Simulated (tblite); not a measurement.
**Question.** Write Cartesian coordinates for `F[C@@H]1C[CH][C@@H](Cl)C1` [radical] as optimised with GFN2-xTB. (Doublet state.)

**Answer.** 
```
atom  x, y, z in Å
F1    -2.039    1.261    0.177
C2    -0.872    0.729   -0.320
C3    -0.968   -0.799   -0.444
C4     0.362   -1.285   -0.019
C5     1.217   -0.207    0.392
Cl6    2.351    0.246   -1.081
C7     0.299    0.977    0.637
H8    -0.708    1.205   -1.292
H9    -1.756   -1.166    0.228
H10   -1.240   -1.129   -1.451
H11    0.689   -2.299   -0.150
H12    1.955   -0.412    1.163
H13    0.782    1.938    0.474
H14   -0.073    0.940    1.663
```

Orientation and origin are arbitrary. Atoms count from 1 in this order. The 5-membered ring C2–C3–C4–C5–C7 has internal angles of 103.6° to 111.8°; it is puckered, 0.13 Å rms from its mean plane, widest ring torsion 30°. C4 (carbon bonded to 2 C and H) is planar (angles 124.3°, 123.3° and 111.8°, sum 359.4°, 0.06 Å off the plane of its three neighbours). The C–C distances run from 1.436 Å (C4–C5, drawn single) to 1.536 Å (C2–C3, drawn single), a spread of 0.100 Å.

Bonds between heavy atoms (Å): F1–C2 1.376, C2–C3 1.536, C3–C4 1.479, C4–C5 1.436, C5–Cl6 1.914, C5–C7 1.518, C2–C7 1.533.

Structure optimised with GFN2-xTB, isolated species. This method treats the open shell by occupation alone, without spin polarisation.

Point group: C1 (no symmetry element, even within 0.4 Å). Its GFN2-xTB frequencies are all real (lowest 73 cm⁻¹). Torsions: F1–C2–C3–C4 -140°, C2–C3–C4–C5 2°, C3–C4–C5–Cl6 -98°, C4–C5–C7–C2 -29°.

On an AMD EPYC with one thread, shared host with 64 logical CPUs at a one-minute load of 58, this took 0.89 s. These figures are those of the optimisation.

One conformer stands for the species.

These are computed values.
